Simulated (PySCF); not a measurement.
Sn(H)4 cation (H4Sn), SMILES [SnH4] (connectivity only; charge and spin as stated), charge +1, multiplicity 2.

Geometry optimised at B3LYP-D3(BJ)/def2-TZVPD. The geometry has at least one imaginary mode, so it is a saddle point at that level. The multiplicity is an assumed one; other spin states were not compared. The isomer is the one that the SMILES or the coordinates give; other isomers of the formula were not compared. The def2 effective core potentials stand for the cores of Sn; spin–orbit coupling is left out.

These are PySCF with C-PCM-PBE0/def2-TZVPD values and carry that method's errors.

The values are the electrostatic part of the solvation free energy, E(continuum) − E(gas) at the gas-phase geometry, in a cavity of scaled van der Waals radii (PySCF's table); cavitation and dispersion terms are not included. A continuum can't describe solvent molecules that bind to the metal.

Computed values in water (ε = 78.36), dimethylsulfoxide (ε = 46.83), dichloromethane (ε = 8.93):
```csv
solvent,ε,ΔG(elec) (kcal/mol)
water,78.36,-63.3
dimethylsulfoxide,46.83,-62.7
dichloromethane,8.93,-56.9
```
